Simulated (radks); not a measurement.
Values are calculated unless marked as measured or tabulated.
Valence configurations of neutral lutetium (all share [Xe]). Level of theory: Dirac Kohn-Sham, PBE, spin-unpolarised, spherical densities, point nucleus; open shells are shared between the two j in proportion to 2j + 1 (a radial shooting solver on a logarithmic mesh with Libxc functionals). Energies are relative to 4f14 5d1 6s2; eigenvalues in eV.

valence               E (eV)  e(4f5/2)  e(4f7/2)  e(5d3/2)  e(5d5/2)  e(6p1/2)
4f14 5d1 6s2           0.000   -10.443    -8.921    -1.948    -1.631         -
4f13.5 5d1 6s2 6p0.5   5.230   -15.525   -13.963    -3.565    -3.144    -2.103
4f14 5d1 6s1 6p1       3.398   -11.876   -10.353    -3.051    -2.697    -2.245
4f14 5d1.5 6s1 6p0.5   3.097   -10.576    -9.053    -2.212    -1.898    -1.861
4f13 5d1 6s2 6p1      12.870   -21.054   -19.451    -5.405    -4.884    -2.636
4f14 5d1 6s1.5 6p0.5   1.673   -11.173    -9.650    -2.513    -2.178    -1.928
4f13 5d2 6s1 6p1      14.510   -19.055   -17.454    -4.253    -3.787    -2.348
4f14 6s2 6p1           0.923   -13.540   -12.016         -         -    -2.482
4f14 5d2 6s1           3.002    -9.505    -7.983    -1.523    -1.246         -
4f12 5d2 6s2 6p1      31.212   -29.105   -27.423    -6.787    -6.155    -2.726

NIST lists [Xe] 4f14 5d1 6s2 as the ground configuration; this level of theory agrees among the configurations tried. The energies are those of spherical spin-averaged densities, not of single terms.
